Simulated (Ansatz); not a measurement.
Computed with Ansatz on PBE0-D4/def2-TZVP structures; ΔE is electronic, products minus reactants. CCSD(T)/CBS is the MP2 limit (def2-TZVPP, def2-QZVPP) plus CCSD(T) − MP2 in def2-TZVPP, frozen cores. This one scheme is used for every species, atoms too. No spin–orbit coupling; open shells (•) take unrestricted orbitals. Each species was taken in one conformer, which may not be the lowest.

`N[Si](O)(Cl)Cl` → H• + `N[Si]([O])(Cl)Cl`•  (homolysis of the H–O bond)

`N[Si](O)(Cl)Cl`:

Cartesian coordinates in Å:
```
N -0.354 0.706 -0.942
Si 0.154 -0.064 0.477
O 0.571 -1.608 0.195
Cl 1.809 0.732 1.361
Cl -1.405 0.100 1.786
H 0.274 0.777 -1.727
H -0.970 1.501 -0.884
H -0.079 -2.143 -0.266
```

`N[Si]([O])(Cl)Cl`•:

Z-matrix (Å, degrees):
```
Si
O 1 1.616
Cl 1 2.028 2 113.4
N 1 1.706 2 100.7 3 117.4
Cl 1 2.028 2 113.4 3 -125.2
H 4 1.009 1 119.9 2 73.7
H 4 1.009 1 119.9 2 -73.4
```

| species | HF/CBS(def2) energy (Eh) |
| --- | --- |
| `N[Si](O)(Cl)Cl` | -1339.34749 |
| H• | -0.50000 |
| `N[Si]([O])(Cl)Cl`• | -1338.69490 |

Q: Work out ΔE.

A: ΔE = (-0.50000) + (-1338.69490) − (-1339.34749) = 0.15259 Eh = +400.6 kJ/mol. CCSD(T)/CBS gives +541.5 kJ/mol.

Largest T1 diagnostic among the species: 0.024.

In def2-TZVPP, CCSD(T) changes the Hartree–Fock value by +127.7 kJ/mol (the triples alone add +2.1 kJ/mol) and MP2 by +157.3 kJ/mol; breaking electron pairs costs correlation energy, which Hartree–Fock lacks. From PBE to PBE0 (25 % exact exchange), in def2-TZVPP and without D4, ΔE moves by +22.7 kJ/mol.
